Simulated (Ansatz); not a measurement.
Potential energy curve for LiNa, singlet.

- RCCSD(T) = CCSD(T) on RHF/def2-TZVP, frozen core in Ansatz (a first-principles code)
- RKS-CAM-B3LYP = restricted CAM-B3LYP/def2-TZVP (Ansatz)
- RKS-PBE = restricted PBE/def2-TZVP (Ansatz)
- RKS-BLYP = Ansatz with restricted BLYP/def2-TZVP
- UCCSD(T) = CCSD(T) on UHF/def2-TZVP, frozen core in Ansatz
- UKS-PBE = unrestricted PBE/def2-TZVP (Ansatz)
- UKS-BLYP = unrestricted BLYP/def2-TZVP (Ansatz)
- UKS-CAM-B3LYP = unrestricted CAM-B3LYP/def2-TZVP (Ansatz)
- FCI = full CI/def2-TZVP, frozen core in Ansatz

Cost and accuracy over the 20 points of the scan, with FCI as yardstick. Costs are rough ratios of core time within Ansatz on shared cores, each with its mean field (Kohn-Sham runs search longer for lower solutions than correlated ones do); the miss is the largest error against full CI of the curve after the mean shift, in kcal/mol.

Which is the cheapest of these levels that stays within 1.8 kcal/mol of FCI?

RCCSD(T).

```json
[
 {"level": "RCCSD(T)", "relative cost": "1", "largest error": "0.0"},
 {"level": "RKS-CAM-B3LYP", "relative cost": "1", "largest error": "19.6"},
 {"level": "RKS-PBE", "relative cost": "1", "largest error": "8.6"},
 {"level": "RKS-BLYP", "relative cost": "2", "largest error": "6.2"},
 {"level": "UCCSD(T)", "relative cost": "2", "largest error": "0.1"},
 {"level": "UKS-PBE", "relative cost": "4", "largest error": "0.8"},
 {"level": "UKS-BLYP", "relative cost": "4", "largest error": "1.5"},
 {"level": "UKS-CAM-B3LYP", "relative cost": "4", "largest error": "2.1"}
]
```

Costs within a factor of two of each other count as equal.

With two correlated electrons CCSD is exact in the basis where it finds the lowest root (RCCSD(T), UCCSD(T)). The restricted form behind RKS-CAM-B3LYP, RKS-PBE, RKS-BLYP keeps the bonding electrons paired and can't separate into open-shell fragments. The unrestricted determinant behind UCCSD(T) is spin-contaminated at 2.31 to 8.84 Å (<S²> up to 1.0, against 0.00 for a pure singlet). The unrestricted determinant behind UKS-PBE, UKS-CAM-B3LYP is spin-contaminated at 3.88 to 8.84 Å (<S²> up to 1.0, against 0.00 for a pure singlet). The unrestricted determinant behind UKS-BLYP is spin-contaminated at 4.44 to 8.84 Å (<S²> up to 1.0, against 0.00 for a pure singlet).
